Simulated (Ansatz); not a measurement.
Start from `BOC(C)[SiH3]` and change one atom or group to get `C[CH]([SiH3])[GeH3]`.

Ansatz, PBE0-D4/def2-TZVP geometries, multiplicity 1. Each molecule was computed in one conformer, which needn't be the lowest.

Scalar relativity is left out up to krypton.

```
                                          property  `BOC(C)[SiH3]`
              HOMO–LUMO gap (PBE0/def2-TZVPP) / eV            7.80
    size of the dipole moment (PBE/def2-TZVPP) / D            1.63
size of the dipole moment (ωB97M-V/def2-TZVPP) / D            1.60
                HOMO energy (PBE0/def2-TZVPP) / eV           -8.26
  size of the dipole moment (B3LYP/def2-TZVPP) / D            1.60
               HOMO energy (B3LYP/def2-TZVPP) / eV           -8.06
```

(1) What does the change do to each property? (An estimate is asked.)

## Answers

(1) Computed: 
```
                                          property  `C[CH]([SiH3])[GeH3]`  shift
              HOMO–LUMO gap (PBE0/def2-TZVPP) / eV                   8.48   0.68
    size of the dipole moment (PBE/def2-TZVPP) / D                   0.94  -0.69
size of the dipole moment (ωB97M-V/def2-TZVPP) / D                   0.89  -0.71
                HOMO energy (PBE0/def2-TZVPP) / eV                  -8.12   0.14
  size of the dipole moment (B3LYP/def2-TZVPP) / D                   0.91  -0.69
               HOMO energy (B3LYP/def2-TZVPP) / eV                  -7.93   0.13
```

With PBE0 the HOMO rises by 0.14 eV and the LUMO rises by 0.81 eV, so the gap widens by about 0.67 eV. PBE moves the HOMO by 0.04 eV and ωB97M-V by 0.24 eV. Dipoles are sizes alone; their direction can turn.

B3LYP here is the variant with VWN-RPA as its local correlation; programs differ in this.
